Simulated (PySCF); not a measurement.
Spectra and structures to be paired. Computed with TDDFT CAM-B3LYP/def2-SVPD, vertical, gas phase, core orbitals frozen in the response (PySCF 2.14.0, density-fitted response routines). Geometries: GFN2-xTB; one conformer of each isolated species. Triplets are in the Tamm–Dancoff approximation.

A. `[SiH3]C#P`
B. `c1ccpcc1`
C. `CC[Si@H](F)[SiH2]C`
D. `C=C[Si@@H](O)S`
E. `FCCC([SiH3])[SiH3]`

Lowest singlet levels (six at most, fewer where fewer were computed) with oscillator strengths:

1. 4.03 eV (f 0.000); 4.39 eV (f 0.001 summed over 2 states); 6.42 eV (f 0.020 summed over 2 states); 7.17 eV (f 0.941); 7.34 eV (f 0.051 summed over 2 states); T1 3.08 eV
2. 5.70 eV (f 0.010); 6.18 eV (f 0.049); 6.72 eV (f 0.003); 6.87 eV (f 0.030); 6.94 eV (f 0.241); 7.26 eV (f 0.079); T1 4.28 eV
3. 4.93 eV (f 0.003); 5.13 eV (f 0.019); 5.24 eV (f 0.131); 5.77 eV (f 0.000); 6.20 eV (f 0.266); 6.41 eV (f 0.000); T1 3.24 eV
4. 7.61 eV (f 0.018); 8.14 eV (f 0.110); 8.20 eV (f 0.000); 8.38 eV (f 0.128); 8.53 eV (f 0.061); 8.56 eV (f 0.033); T1 7.24 eV
5. 6.47 eV (f 0.023); 6.96 eV (f 0.049); 7.27 eV (f 0.014); 7.76 eV (f 0.070); 7.93 eV (f 0.044); 8.18 eV (f 0.015); T1 5.75 eV

Question: Which spectrum belongs to which structure?

Answer: 1 = A, 2 = D, 3 = B, 4 = E, 5 = C.
- A: S1 at 4.03 eV, HOMO-1/HOMO→LUMO/LUMO+1 (≥84%); Löwdin shares by element: HOMO (one of a set within 0.03 eV) carbon 46%, phosphorus 40%, silicon 8%; LUMO (one of a set within 0.03 eV) phosphorus 51%, carbon 36%, silicon 8%; HOMO -9.14 and LUMO -0.55 eV; point group C3v, 3 of its 8 listed states under f = 0.0005.
- B: S1 at 4.93 eV, HOMO→LUMO+1 (55%), HOMO-1→LUMO (44%); Löwdin shares by element: HOMO carbon 49% or more, phosphorus 30% (atoms not listed hold the other 22%); LUMO carbon 46% or more, phosphorus 36% (atoms not listed hold the other 18%); HOMO -8.26 and LUMO -0.40 eV; point group C2v, 2 of its 6 listed states under f = 0.0005.
- C: S1 at 6.47 eV, HOMO→LUMO (80%), HOMO→LUMO+1 (15%); Löwdin shares by element: HOMO silicon 46%, carbon 26% or more (atoms not listed hold the other 28%); LUMO silicon 43%, carbon 8% or more, fluorine 8% (atoms not listed hold the other 42%); HOMO -9.28 and LUMO 0.58 eV.
- D: S1 at 5.70 eV, HOMO→LUMO (76%); Löwdin shares by element: HOMO sulfur 73%, silicon 8%, hydrogen 6% or more, carbon 5% or more; LUMO carbon 50%, silicon 13%, sulfur 12% (atoms not listed hold the other 24%); HOMO -8.59 and LUMO 0.30 eV.
- E: S1 at 7.61 eV, HOMO→LUMO (89%); Löwdin shares by element: HOMO carbon 40% or more, silicon 30% (atoms not listed hold the other 30%); LUMO silicon 35%, hydrogen 8% or more, carbon 7% or more (atoms not listed hold the other 50%); HOMO -9.56 and LUMO 1.03 eV.

A slash joins orbitals within 0.01 eV of each other, whose weights are summed (≥ marks a lower bound).
